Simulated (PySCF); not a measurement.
Radial density of Ba (barium, neutral)

UHF, [Xe] 6s1 6p1, high-spin 3P determinant (an excited configuration). Computed with PySCF 2.14 in aug-cc-pVTZ-X2C, with scalar relativity by spin-free X2C-1e.

```tsv
r (bohr)	4πr²ρ (e/bohr)	4πr²(ρα − ρβ)
0.0272	66.54	0.0006
0.0458	70.51	0.0023
0.0770	95.75	0.0045
0.130	71.76	0.0003
0.218	81.79	0.0106
0.367	38.86	0.0023
0.617	33.04	0.0176
1.04	13.37	0.0343
1.74	6.148	0.0277
2.93	1.200	0.1598
4.93	0.4608	0.4491
8.30	0.1238	0.1238
14.0	0.002606	0.0026
```

Densities and radii are taken from the X2C orbitals without a picture-change correction, which distorts them close to the nucleus.

Spin-orbit coupling, absent here, splits the open shell strongly.
